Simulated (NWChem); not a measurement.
Species: C$_{2}$H$_{5}$ClSi; SMILES C=C[SiH2]Cl

```xyz
9

Si    -0.7156    -0.0425    -0.1015
Cl     0.3924    -1.7636     0.3193
C      0.4036     1.4032    -0.4398
C      0.3982     2.5009     0.3289
H     -1.5598     0.2582     1.0807
H     -1.5616    -0.3752    -1.2741
H      1.0757     1.3709    -1.2983
H      1.0361     3.3590     0.1221
H     -0.2452     2.5915     1.2025
```
Atoms are numbered in this order, from 1.

Results from NWChem. Geometry optimised at B3LYP/6-31G*; all other runs use it. Pople sets run with spherical d functions.

```csv
quantity,level,value
solvation free energy (kcal/mol) in water,"B3LYP/6-31G*, SMD",0.8
"anisotropy (bohr³), static",PBE0/def2-SVPD,26.3
−ε(HOMO) (eV),PBE0/def2-SVP,8.31
"vertical, lowest excitation, singlet (eV)","PBE0/def2-SVPD, TDA",6.30
dipole (D),B3LYP/6-31G*,2.52
highest harmonic frequency (cm⁻¹),B3LYP/6-31G*,3222
```
